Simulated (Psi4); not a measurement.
Torsional profile of C₆H₁₃F₃Si, SMILES CC(C[SiH2]C(F)(F)F)(C)C. Scanned: dihedral C2–C5–Si6–C7; all other coordinates were relaxed at GFN2-xTB. Points at φ and −φ are mirror images.

Geometry of the scan point at 150° (Å):
```
23

C      1.7214    -1.6932    -0.1689
C      1.0627    -0.3157    -0.0385
C      1.4213     0.2852     1.3200
C      1.5775     0.5881    -1.1576
C     -0.4611    -0.4924    -0.1532
Si    -1.5289     1.0377     0.1893
C     -3.1107     0.7889    -0.9207
F     -4.0011     1.7925    -0.7906
F     -2.8169     0.7200    -2.2369
F     -3.7853    -0.3454    -0.6343
H      2.8041    -1.6043    -0.1176
H      1.3967    -2.3539     0.6320
H      1.4630    -2.1539    -1.1196
H      2.5011     0.3405     1.4376
H      1.0142     1.2888     1.4176
H      1.0212    -0.3251     2.1262
H      1.3146     0.1803    -2.1307
H      2.6607     0.6729    -1.1054
H      1.1552     1.5860    -1.0778
H     -0.6839    -0.8710    -1.1557
H     -0.7693    -1.2803     0.5410
H     -1.0301     2.3346    -0.2702
H     -2.0472     1.1264     1.5547
```

Method: Psi4 with PBE-D3(BJ)/def2-SVP // GFN2-xTB.

Scanned values (°): -150, -120, -90, -60, -30, 0, 30, 60, 90, 120, 150, 180.

Task: At which scan points does the profile have its minima and maxima, and how high do they lie?

Result: Lower than their neighbours: -60° (0.0 kJ/mol), 60° (0.0 kJ/mol), 180° (2.1 kJ/mol). Higher than their neighbours: -120° (4.8 kJ/mol), 0° (10.3 kJ/mol), 120° (4.8 kJ/mol). The whole profile spans 10.3 kJ/mol.
